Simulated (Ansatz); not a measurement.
`C=C[SiH2][AlH2]`. Charge 0, multiplicity 1. The geometry is a stationary point of PBE0-D4/def2-TZVP. It is one conformer, not always the lowest.

```xyz
11

C     1.384   -1.638    0.515
C     0.871   -0.435    0.758
Si    0.258    0.724   -0.572
Al   -2.165    1.110   -0.379
H     1.512   -2.011   -0.497
H     1.705   -2.301    1.314
H     0.770   -0.123    1.798
H     0.639    0.149   -1.896
H     0.957    2.041   -0.442
H    -2.837    1.204    1.060
H    -3.093    1.280   -1.659
```

Question: What is the dipole moment at PBE/def2-TZVPP? (Estimate.)

Answer: Ansatz gave: 0.58 D, with components (0.19, -0.41, 0.36) D in this frame, pointing from negative to positive charge.

Question: And with r2SCAN, B3LYP, ωB97M-V? (An estimate is asked.)

Answer: The calculation gave: r2SCAN 0.58 D, B3LYP 0.56 D, ωB97M-V 0.57 D.

Question: Give the Mulliken charges with PBE, B3LYP, ωB97M-V in def2-TZVPP. (Best estimate.)

Answer: Computed: 
```json
{"atom": "C1", "PBE": "-0.19", "B3LYP": "-0.21", "ωB97M-V": "-0.19"}
{"atom": "C2", "PBE": "-0.15", "B3LYP": "-0.20", "ωB97M-V": "-0.24"}
{"atom": "Si3", "PBE": "0.07", "B3LYP": "0.14", "ωB97M-V": "0.06"}
{"atom": "Al4", "PBE": "0.34", "B3LYP": "0.39", "ωB97M-V": "0.35"}
{"atom": "H5", "PBE": "0.09", "B3LYP": "0.10", "ωB97M-V": "0.10"}
{"atom": "H6", "PBE": "0.10", "B3LYP": "0.11", "ωB97M-V": "0.11"}
{"atom": "H7", "PBE": "0.09", "B3LYP": "0.09", "ωB97M-V": "0.10"}
{"atom": "H8", "PBE": "-0.06", "B3LYP": "-0.08", "ωB97M-V": "-0.03"}
{"atom": "H9", "PBE": "-0.06", "B3LYP": "-0.08", "ωB97M-V": "-0.03"}
{"atom": "H10", "PBE": "-0.11", "B3LYP": "-0.14", "ωB97M-V": "-0.11"}
{"atom": "H11", "PBE": "-0.11", "B3LYP": "-0.14", "ωB97M-V": "-0.11"}
```

B3LYP here is the variant with VWN-RPA as its local correlation; programs differ in this.
